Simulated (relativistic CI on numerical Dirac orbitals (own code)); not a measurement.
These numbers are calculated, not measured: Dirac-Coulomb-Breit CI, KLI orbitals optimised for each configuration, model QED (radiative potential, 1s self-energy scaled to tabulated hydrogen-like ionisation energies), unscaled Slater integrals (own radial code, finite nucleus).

CI space (outside the closed core 1s2): 2s²2p⁴, 2s2p⁵, 2p⁶, 2p⁵3s, 2p⁵3p, 2p⁵3d, 2s²2p³3s, 2s²2p³3p, 2s²2p³3d, 2s2p⁴3s, 2s2p⁴3p, 2s2p⁴3d, 2s²2p³4s, 2s²2p³4p, 2s²2p³4d, 2s²2p³4f, 2s2p⁴4s, 2s2p⁴4p, 2s2p⁴4d, 2s2p⁴4f, 2s²2p²3s², 2s²2p²3s3p, 2s²2p³5s, 2s²2p³5p, 2s²2p³5d, 2s²2p³5f, 2s²2p³5g, 2s²2p²3p², 2s²2p²3s3d, 2s²2p²3p3d, 2s2p³3s², 2s²2p²3d², 2s2p³3s3p, 2s2p³3p², 2s2p³3s3d, 2s2p⁴5s. Levels of other configurations are missing.

At this charge energies of transitions that change n are usually good to better than 1 %, and those within a shell (Δn = 0) to a few per cent.

Outline of the computed level scheme of Rh XXXVIII. Lowest level of each configuration: 2s²2p⁴ ³P2 at 0.00 eV; 2s2p⁵ ³P°2 at 352.86 eV; 2p⁶ ¹S0 at 776.27 eV; 2s²2p³3s ³P°2 at 2986.61 eV; 2s²2p³3p ³P1 at 3046.71 eV; 2s²2p³3d ³D°2 at 3156.47 eV.

Some strong electric-dipole decays among the lowest 45 levels: 2s²2p³3d ³D°3 → 2s²2p⁴ ³P2 (2.2e+14 s⁻¹); 2s²2p³3d ³D°1 → 2s²2p⁴ ¹S0 (1.4e+14 s⁻¹); 2s²2p³3d ³D°2 → 2s²2p⁴ ³P2 (1.0e+14 s⁻¹); 2s²2p³3d ⁵D°1 → 2s²2p⁴ ³P2 (2.9e+13 s⁻¹); 2s²2p³3s ¹D°2 → 2s²2p⁴ ¹D2 (2.2e+13 s⁻¹); 2s²2p³3s ³S°1 → 2s²2p⁴ ³P1 (2.1e+13 s⁻¹); 2s²2p³3s ³S°1 → 2s²2p⁴ ³P2 (2.1e+13 s⁻¹); 2s²2p³3s ³P°1 → 2s²2p⁴ ¹S0 (1.9e+13 s⁻¹).

LS names give the leading component of a level, which can be under half, so a name can repeat, a term be missing and a line seem to break the LS rules.
